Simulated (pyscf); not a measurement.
# Hydrogen shift: HB=O (SMILES B=O) → B–OH (SMILES [B]O) [singlet]

Gas phase, singlet surface, charge 0. Bonds broken: B1–H3. Bonds formed: O2–H3. Single points on ωB97X-D3(BJ)/def2-SVP structures (PySCF, gas phase). Correlated levels are frozen-core, on RHF or UHF. ΔMP2 is the change of the MP2 total energy from the triple- to the quadruple-zeta basis.

Transition state (Å):

```xyz
3

B      0.2554    -0.8697    -0.4168
O      0.7645     0.2309    -0.6749
H     -0.5993     0.0804    -0.7013
```

One imaginary mode, 1496i cm⁻¹; descent along it reached the two sides named.

```csv
bond,change,reactant side (Å),saddle,product side
B1–H3,breaks,1.185,1.309,1.994
O2–H3,forms,2.386,1.372,0.968
```

Electronic energies relative to the reactant's lowest minimum found (eV):

| level | barrier | reaction energy | reverse barrier |
|---|---|---|---|
| ωB97X-D3(BJ)/def2-TZVP | 3.31 | +2.00 | 1.31 |
| PBE/def2-TZVP | 3.04 | +2.12 | 0.93 |
| r²SCAN/def2-TZVP | 3.18 | +2.11 | 1.07 |
| B3LYP-D3(BJ)/def2-TZVP | 3.28 | +2.08 | 1.20 |
| PBE0-D3(BJ)/def2-TZVP | 3.22 | +2.02 | 1.20 |
| M06-2X/def2-TZVP | 3.25 | +1.94 | 1.31 |
| ωB97M-D3(BJ)/def2-TZVP | 3.19 | +1.93 | 1.26 |
| HF/def2-TZVP | 3.77 | +1.73 | 2.04 |
| MP2/def2-QZVPP | 3.37 | +2.18 | 1.19 |
| CCSD/def2-TZVPP | 3.29 | +1.86 | 1.43 |
| CCSD(T)/def2-TZVPP | 3.20 | +1.92 | 1.29 |
| CCSD(T)/def2-TZVPP + ΔMP2(QZVPP) | 3.21 | +1.93 | 1.28 |

With CCSD(T)/def2-TZVPP + ΔMP2(QZVPP) energies and thermal terms (ideal gas, 1 atm, RRHO with modes under 100 cm⁻¹ raised to 100, one conformer, R ln 2 for rigid chiral ones), in eV:

```csv
T (K),ΔH‡,ΔG‡,ΔH,ΔG
298,3.08,3.03,+1.91,+1.86
600,3.06,2.98,+1.92,+1.80
900,3.04,2.94,+1.91,+1.74
1200,3.01,2.91,+1.90,+1.69
```

The CCSD(T) − MP2 part came from Ansatz, without density fitting, on the same reference.
